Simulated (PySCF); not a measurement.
**Successive ionisation energies of hafnium**

Calculated with PySCF 2.14, two-component X2C-1e (Gaussian nucleus, no Breit or QED terms), each ion in its own even-tempered basis; GMP2 freezes the deep shells of the larger ions and drops the highest virtual spinors; eV.

```tsv
ion	configuration	GHF (spin-free)	GHF (screened spin-orbit)	GMP2 (screened spin-orbit)	NIST	kind
Hf⁶⁴⁺	[He] 2s2 2p4	15687.5	15365.2	15365.4	15351 ± 24	theoretical
Hf⁶⁵⁺	[He] 2s2 2p3	16112.9	15692.4	15692.6	15680 ± 30	theoretical
Hf⁶⁶⁺	[He] 2s2 2p2	16438.8	17308.3	17310.5	17280 ± 40	theoretical
Hf⁶⁷⁺	[He] 2s2 2p1	16767.9	17697.2	17694.8	17680 ± 40	theoretical
Hf⁶⁸⁺	[He] 2s2	18200.9	18200.9	18207.4	18180 ± 50	theoretical
Hf⁶⁹⁺	[He] 2s1	18526.1	18526.1	18526.3	18502.32 ± 0.17	theoretical
Hf⁷⁰⁺	1s2	74746.4	74746.4	74748.3	74565.91 ± 0.16	theoretical
Hf⁷¹⁺	1s1	76192.2	76192.2	76192.2	76077.7 ± 0.11	theoretical
```

(1) Where is the largest relative jump?

Results:

(1) From Hf⁶⁹⁺ to Hf⁷⁰⁺: 18526.3 to 74748.3 eV, where the electron removed from 1s2 comes from a deeper shell or subshell.
